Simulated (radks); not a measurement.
Fractional charge and spin in the 6s shell of iridium: the spin-up occupation runs from 0 to 1 and the spin-down occupation from 0 to 1; the fullest corner is Ir, [Xe] 4f14 5d(up 3.5, down 3.5) 6s(up 1, down 1). Calculated with a radial shooting solver on a logarithmic mesh with Libxc functionals: scalar-relativistic Kohn-Sham, PBE, spin-polarised, spherical densities, finite nucleus; Fermi nuclear charge, rms radius of each element as measured or else 0.836 A^(1/3) + 0.57 fm. Energy (eV) minus the two flat planes that join the four corners (they meet along the diagonal where the two added fractions sum to one electron); zero is where a piecewise linear energy would lie.

down \ up,0,0.25,0.5,0.75,1
0,0.000,-0.710,-0.942,-0.703,0.000
0.25,-0.710,-0.887,-0.597,0.154,-0.641
0.5,-0.942,-0.597,0.205,-0.543,-0.849
0.75,-0.703,0.154,-0.543,-0.802,-0.632
1,0.000,-0.641,-0.849,-0.632,0.000

Corners above the fullest one (they belong to Ir+ and the next ion): (up 1, down 0) 9.670 eV, (up 0, down 1) 9.670 eV, (up 0, down 0) 27.337 eV. With half an added electron in each spin the energy lies 0.205 eV from the planes, and with half an added electron in spin up alone -0.942 eV. The planes are only a guide here: the flat-plane condition holds for ground states with one frontier orbital, while other shells are open and held unpolarised.
